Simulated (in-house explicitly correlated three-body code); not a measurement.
Computed with an exponentially correlated three-body code. Model: two electrons around a point charge, non-relativistic, variational in 260 exponentially correlated functions (energies converged to about 1e-7 hartree, or 1e-8 relative for large Z).

For two electrons in a singlet the Kohn-Sham orbital is the square root of half the density, so the exact Kohn-Sham potential and energy parts follow from the density alone, and exchange is minus half the Hartree energy. The Kohn-Sham level equals minus the binding energy of the second electron.

Command:
```bash
python run_hyl.py task.json out
```
Settings (lengths in bohr, energies in hartree):
```
Z                      0.97
interaction_strength   1
functions              260
states_tried           1
```

Cost of the run: 7.7 s on 1 thread of Intel(R) Xeon(R) Platinum 8488C (Sapphire Rapids), on a shared host.

**Ground state only, binding against the one-electron ion.**

Given: nuclear charge 0.97.

Computed: one-electron threshold -0.47045 hartree.

```tsv
term	energy (hartree)	binding (eV)
1 1S	-0.487718713	0.46991
```

**Converged states only, values per electron or pair.**

| term | mean r (bohr) | mean r squared (bohr²) | mean inverse r (1/bohr) | mean r12 (bohr) | mean inverse r12 (1/bohr) | mean cosine | mean p1 dot p2 (bohr⁻²) | delta r1 (bohr⁻³) | delta r12 (bohr⁻³) |
| --- | --- | --- | --- | --- | --- | --- | --- | --- | --- |
| 1 1S | 2.9494 | 14.695 | 0.65096 | 4.8406 | 0.28743 | -0.10411 | 0.028746 | 0.14784 | 0.0021491 |

**Functionals on the exact density and self-consistent, errors are functional minus exact, hybrids only self-consistent, a dash where a self-consistent run leaves the top level unbound.**

```
  result  exchange error (millihartree)  correlation error (millihartree)  functional driven error (millihartree)  self consistent total error (millihartree)  top level plus exact binding (eV)
   M06-L                        -10.543                            13.706                                  3.1636                                           -                                  -
LDA VWN5                         39.765                           -26.473                                  13.292                                           -                                  -
    BP86                              ?                                 ?                                       ?                                           -                                  -
  PBEsol                          6.051                            6.2594                                   12.31                                           -                                  -
    BLYP                              ?                                 ?                                       ?                                           -                                  -
   wB97X                              -                                 -                                       -                                    -0.44864                           -0.60296
    AM05                         26.912                           -16.969                                  9.9426                                           -                                  -
 revTPSS                         -12.09                            8.0234                                 -4.0666                                           -                                  -
    PW91                        -13.841                            12.161                                 -1.6797                                           -                                  -
     PBE                        -12.781                            13.616                                 0.83494                                           -                                  -
LDA PW92                         39.765                           -26.492                                  13.273                                           -                                  -
  r2SCAN                        -12.674                            13.866                                  1.1915                                           -                                  -
    TPSS                        -13.414                            11.845                                 -1.5694                                           -                                  -
    RPBE                        -20.064                            13.616                                 -6.4481                                           -                                  -
    SCAN                        -12.674                            13.866                                  1.1915                                           -                                  -
    OLYP                        -15.651                            14.235                                  -1.416                                           -                                  -
```

Question: What belongs in the row BP86?

Answer: exchange error (millihartree): -16.162; correlation error (millihartree): 5.5897; functional driven error (millihartree): -10.573.

Question: What belongs in the row BLYP?

Answer: exchange error (millihartree): -16.162; correlation error (millihartree): 14.235; functional driven error (millihartree): -1.927.

**Density and exact potentials over r, pair density (one pair, times 4 pi r12^2) and exact minus Kohn-Sham pair density over r12.**

| radius (bohr) | radial density (electrons/bohr) | exchange potential (hartree) | intracule density (1/bohr) | Coulomb hole against Kohn-Sham (1/bohr) | correlation potential (hartree) |
| --- | --- | --- | --- | --- | --- |
| 0.234 | 0.12981 | -0.63736 | 0.0017952 | -0.005959 | -0.07 |
| 0.283 | 0.17303 | -0.63194 | 0.0027091 | -0.008497 | -0.066 |
| 0.343 | 0.227 | -0.62449 | 0.0041185 | -0.01206 | -0.06 |
| 0.416 | 0.29128 | -0.61445 | 0.0062819 | -0.01693 | -0.052 |
| 0.505 | 0.36397 | -0.60113 | 0.0096034 | -0.0234 | -0.042 |
| 0.612 | 0.43942 | -0.5841 | 0.014595 | -0.03154 | -0.03 |
| 0.742 | 0.51094 | -0.56258 | 0.022075 | -0.04125 | -0.015 |
| 0.9 | 0.56856 | -0.53616 | 0.033066 | -0.05173 | 0.002 |
| 1.09 | 0.60135 | -0.50502 | 0.048545 | -0.06117 | 0.019 |
| 1.32 | 0.60172 | -0.46933 | 0.069503 | -0.06684 | 0.037 |
| 1.6 | 0.56692 | -0.42968 | 0.096228 | -0.06525 | 0.051 |
| 1.94 | 0.50176 | -0.38742 | 0.12709 | -0.05338 | 0.06 |
| 2.36 | 0.41643 | -0.34339 | 0.15821 | -0.03065 | 0.06 |
| 2.86 | 0.32818 | -0.30081 | 0.18116 | -0.002598 | 0.052 |
| 3.47 | 0.24602 | -0.25992 | 0.1883 | 0.0224 | 0.038 |
| 4.2 | 0.17696 | -0.2225 | 0.17439 | 0.0352 | 0.022 |
| 5.09 | 0.12076 | -0.18843 | 0.14133 | 0.03329 | 0.011 |
| 6.18 | 0.076917 | -0.15802 | 0.098438 | 0.02153 | 0.004 |
| 7.49 | ? | ? | ? | ? | ? |
| 9.08 | ? | ? | ? | ? | ? |
| 11 | 0.011194 | -0.090693 | 0.013583 | -0.001082 | 0 |
| 13.3 | 0.004534 | -0.075125 | 0.0052994 | -0.001097 | 0 |
| 16.2 | 0.0014636 | -0.061714 | 0.0016677 | -0.000546 | 0 |
| 19.6 | 0.00039234 | -0.051018 | 0.00044044 | -0.00019 | 0 |

Question: What belongs in the row 7.49?

Answer: radial density (electrons/bohr): 0.045244; exchange potential (hartree): -0.13187; intracule density (1/bohr): 0.058967; Coulomb hole against Kohn-Sham (1/bohr): 0.00906; correlation potential (hartree): 0.001.

Question: What belongs in the row 9.08?

Answer: radial density (electrons/bohr): 0.023953; exchange potential (hartree): -0.1095; intracule density (1/bohr): 0.030367; Coulomb hole against Kohn-Sham (1/bohr): 0.001459; correlation potential (hartree): 0.
